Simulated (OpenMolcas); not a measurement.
An OpenMolcas run meant for Dy²⁺ (ANO-RCC-VTZP, DKH2; inactive shells 1s 2s 2p 3s 3p 3d 4s 4p 4d 5s 5p; intended active space 10 electrons in 7 orbitals (4f)). One step of its input:

```
&CASPT2
Multistate=21 1 2 3 4 5 6 7 8 9 10 11 12 13 14 15 16 17 18 19 20 21
Frozen=14 9
IPEA=0.25
Imaginary=0.1
MaxIter=60
WThr=0.0 0.3 0.05
PrWF=0.5
NoMix
Shift=0.2
Sig2=0.3
```

Lines from the output:

```
|
   --------------------------------------------------------------------------------------
++ ---------   Input file   ---------
>>> COPY JOB001 $Project.JobIph
&CASPT2
Multistate=21 1 2 3 4 5 6 7 8 9 10 11 12 13 14 15 16 17 18 19 20 21
Frozen=14 9
IPEA=0.25
Imaginary=0.1
MaxIter=60
WThr=0.0 0.3 0.05
PrWF=0.5
NoMix
Shift=0.2
Sig2=0.3
-- ----------------------------------
>>> COPY JOB001 a.JobIph
*** symbolic link created: INPORB -> a.RasOrb
--- Start Module: caspt2 at  ---
()()()()()()()()()()()()()()()()()()()()()()()()()()()()()()()()()()()()()()()()()()()()()()()()()()
                                              &CASPT2
                                   only a single process is used
                       available to each process: 2.3 GB of memory, 1 thread
()()()()()()()()()()()()()()()()()()()()()()()()()()()()()()()()()()()()()()()()()()()()()()()()()()
 ###    ERROR: More than one intruder-state removal technique                ###
 ###    active: SHIFt/IMAGinary/SIG1/SIG2 are mutually exclusive!            ###
--- Stop Module: caspt2 at  /rc=_RC_INPUT_ERROR_ ---
.####################.
.# User input error #.
.####################.
```

Task: What is wrong with the input?

Result: More than one intruder-state remedy is switched on.
